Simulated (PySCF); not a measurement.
**Computed structure and properties of ErCl3(H2O)**

System: ErCl3(H2O) (singlet in the valence; each metal's 4f electrons, 11 of them, lie in its core potential, out of spins and levels); start: displaced along the imaginary mode (C1). Method: PySCF 2.14.0, RKS PBE0, Er lcecp-1-SVP with ECP57, Cl def2-SVP, O def2-SVP, H def2-SVP; non-relativistic Hamiltonian with scalar-relativistic core potentials where named; density fitting; no spin-orbit coupling.

Input of the relaxation:

```python
mol = gto.M(atom='''
Er     0.01663    -0.02879     0.02263
Cl     1.10206     1.89169     1.12866
Cl    -1.63329    -1.32715     1.30164
Cl     1.12482    -1.17266    -1.85775
O     -1.28429     1.40248    -1.27872
H     -1.25495     2.38604    -1.13920
H     -1.69638     1.19597    -2.15819''',
    basis={'Er': 'lcecp-1-SVP', 'Cl': 'def2-SVP', 'O': 'def2-SVP', 'H': 'def2-SVP'},
    ecp={'Er': 'lcecp-1-SVP'},
    charge=0, spin=0)
mf = dft.RKS(mol, xc='PBE0')
mf.grids.atom_grid = (50, 194)  # f atoms: unpruned, at least (60, 302)
mf = mf.density_fit()  # fitting sets: Er AutoAux, Cl def2-universal-JKFIT, O def2-universal-JKFIT, H def2-universal-JKFIT
mf.conv_tol = 1e-08; mf.max_cycle = 55
mf.kernel(dm0)  # dm0: converged density of the start geometry
# quasi-Newton relaxation in Cartesian coordinates to a largest gradient under 0.00045 Eh/bohr, steps kept in the point group
```

Run from Python with OMP_NUM_THREADS=2; the lines above give its settings. Where DIIS fails, smearing, a level shift and second-order steps follow.
It took 30 s on 2 threads of Intel(R) Xeon(R) Platinum 8259CL CPU @ 2.50GHz (Skylake/Cascade Lake), on a shared host, from the converged density of the start.

Course of the relaxation:

| step | energy above end (eV) | largest force component within the symmetry (eV/Å) |
| --- | --- | --- |
| 0 | 0.0399 | 1.266 |
| 1 | 0.0011 | 0.222 |
| 2 | 0.0001 | 0.020 |
| 3 | 0.0000 | 0.011 |

Relaxed geometry (C1):

```xyz
7

Er    0.0153   -0.0300    0.0229
Cl    1.1002    1.8946    1.1226
Cl   -1.6342   -1.3295    1.3006
Cl    1.1258   -1.1729   -1.8566
O    -1.2892    1.4026   -1.2752
H    -1.2587    2.3620   -1.1574
H    -1.6847    1.2208   -2.1378
```

```json
{"contact": "Er1–Cl2 (Cl)", "Å": "2.468"}
{"contact": "Er1–Cl3 (Cl)", "Å": "2.458"}
{"contact": "Er1–Cl4 (Cl)", "Å": "2.464"}
{"contact": "Er1–O5 (H2O)", "Å": "2.332"}
```

On the finer grid (75, 302):

The HOMO is -8.45 eV, the LUMO is -1.39 eV and the dipole about the centre of mass is 5.87 D. The set of Mulliken populations of Er1 outside the core potential is s 2.30, p 6.44, d 1.37, f 0.04 and the D3(BJ) dispersion energy (not in the energies) is -0.177 eV.

```json
{"atom": "Er1", "Mulliken (e)": "0.84", "Löwdin (e)": "-0.18", "spin (e)": "0.00"}
{"atom": "Cl2", "Mulliken (e)": "-0.36", "Löwdin (e)": "-0.05", "spin (e)": "0.00"}
{"atom": "Cl3", "Mulliken (e)": "-0.35", "Löwdin (e)": "-0.04", "spin (e)": "0.00"}
{"atom": "Cl4", "Mulliken (e)": "-0.35", "Löwdin (e)": "-0.05", "spin (e)": "0.00"}
{"atom": "O5", "Mulliken (e)": "-0.28", "Löwdin (e)": "0.02", "spin (e)": "0.00"}
{"atom": "H6", "Mulliken (e)": "0.25", "Löwdin (e)": "0.15", "spin (e)": "0.00"}
{"atom": "H7", "Mulliken (e)": "0.25", "Löwdin (e)": "0.14", "spin (e)": "0.00"}
```

The 4f levels lie in the core potential and are missing. Their spin isn't counted.

No frequency check is given for this geometry.

Taking off one Cl (charge -1, singlet; the rest: singlet) in vacuum, both parts rigid, costs 9.15 eV; the small basis without counterpoise inflates it. Most of it is the attraction of opposite charges; other ways to part are cheaper, and one spin state was tried for the rest.

Rigid scan of Cl along the line from its metal:

distance to Cl2 (Å), energy (eV) and a bar:
```
     2.17      0.789 #######
     2.27      0.305 ###
     2.37      0.067 #
     2.47      0.000 
     2.57      0.053 
     2.67      0.187 ##
     2.87      0.599 #####
     3.17      1.352 ############
     3.57      2.331 #####################
     4.07      3.340 ##############################
```

Taking off one H2O (charge 0, singlet; the rest: singlet) in vacuum, both parts rigid, costs 1.61 eV; the small basis without counterpoise inflates it.

Rigid scan of H2O along the line from its metal:

```json
{"distance to O5 (Å)": "2.03", "energy (eV)": "0.470"}
{"distance to O5 (Å)": "2.13", "energy (eV)": "0.175"}
{"distance to O5 (Å)": "2.23", "energy (eV)": "0.036"}
{"distance to O5 (Å)": "2.33", "energy (eV)": "0.000"}
{"distance to O5 (Å)": "2.43", "energy (eV)": "0.028"}
{"distance to O5 (Å)": "2.53", "energy (eV)": "0.095"}
{"distance to O5 (Å)": "2.73", "energy (eV)": "0.283"}
{"distance to O5 (Å)": "3.03", "energy (eV)": "0.580"}
{"distance to O5 (Å)": "3.43", "energy (eV)": "0.897"}
{"distance to O5 (Å)": "3.93", "energy (eV)": "1.159"}
```

One start shape was tried, so this needn't be the lowest isomer.

An lcecp potential fixes the number of 4f electrons, so in runs with it no electron can move into or out of that shell.
